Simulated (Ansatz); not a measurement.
Calculated with Ansatz (gas phase, PBE0-D4/def2-TZVP geometries, no zero-point term in ΔE). CCSD(T)/CBS adds triple-zeta CCSD(T) − MP2 to the extrapolated MP2 energy (def2 sets, frozen cores). This one scheme is used for every species. Functionals use def2-TZVPP. B3LYP here is the variant with VWN-RPA as its local correlation; programs differ in this. For Ge outer-core shells are correlated without core-valence functions, which leaves a few kJ/mol of doubt a bond. Scalar relativity is left out up to krypton. Each species was taken in one conformer, which may not be the lowest.

Reaction (cleavage of the Ge–Ge bond): `[GeH3][GeH2][SiH2][GeH2][GeH3]` + `O[SiH](O)F` → `O[SiH](F)[O][GeH3]` + `[GeH3][SiH2][GeH2][GeH3]`

```
         level  ΔE (eV)
   LDA (SPW92)     0.17
     r2SCAN-D4     0.03
        B2PLYP    -0.06
         B3LYP    -0.06
         BHLYP    -0.13
 HF/def2-TZVPP    -0.31
 HF/def2-QZVPP    -0.34
MP2/def2-QZVPP     0.03
```

Question: What does CCSD(T)/CBS give? (Best estimate.)

Answer: The calculation gave: +0.04 eV. The listed levels differ from it by 0.13, -0.01, -0.10, -0.10, -0.17, -0.35, -0.38, -0.01 eV.

Largest T1 diagnostic among the species: 0.012.

The D4 term adds +0.07 eV with B3LYP and +0.04 eV with PBE0; it sums over pairs of atoms, weighted by their polarisabilities, and B3LYP, whose exchange is more repulsive, gets the larger term. From BLYP to BHLYP (50 % exact exchange), in def2-TZVPP and without D4, ΔE moves by −0.08 eV.
